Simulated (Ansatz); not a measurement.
Stretching the B1–H2 bond in CH6BN (SMILES BNC) (multiplicity 1 held, fragments rigid). Energies count from the point at 1.193 Å.
Geometry at that point (charge 0, multiplicity 1):
```xyz
9

B     -0.174     0.169     1.360
H     -1.047     0.516     2.096
H      0.905    -0.150     1.760
N     -0.421     0.138    -0.002
C      0.505    -0.252    -1.053
H     -1.332     0.407    -0.344
H      0.678     0.567    -1.756
H      0.130    -1.110    -1.617
H      1.457    -0.526    -0.602
```

Restricted levels (R-, RO-) in cc, def2 and unpolarised 6-31G sets keep to the state of the molecule at rest. U- levels take the lowest unrestricted solution at each point, which mixes spins at long bonds. Active spaces are followed from a long bond inwards. Curves can end on different states.

Cores are frozen in the correlated methods.

Run with Ansatz (a quantum-chemistry and plane-wave program). Each number belongs to the level named beside it.

```tsv
level	energy at R = 3.818 Å (kcal/mol)
R-HF/cc-pVDZ	169.28
U-HF/cc-pVDZ	88.16
R-SCS-MP2/cc-pVDZ	(withheld)
U-SCS-MP2/cc-pVDZ	106.95
U-CCSD/cc-pVDZ	107.03
U-CCSD(T)/cc-pVDZ	107.20
SC-NEVPT2 on CASSCF(2,2)/cc-pVDZ	103.36
FIC-MRCISD on CASSCF(2,2)/cc-pVDZ	104.88
FIC-MRCISD+Q on CASSCF(2,2)/cc-pVDZ	106.47
```

Q: Fill in the missing entries.

A: 
- R-SCS-MP2/cc-pVDZ, energy at R = 3.818 Å (kcal/mol): 137.93

Doubts at one or more of the structures used: a restricted determinant that unrestricted orbitals would lower (R-HF/cc-pVDZ, R-SCS-MP2/cc-pVDZ); a spin-contaminated determinant (U-HF/cc-pVDZ, U-SCS-MP2/cc-pVDZ, U-CCSD/cc-pVDZ, U-CCSD(T)/cc-pVDZ).
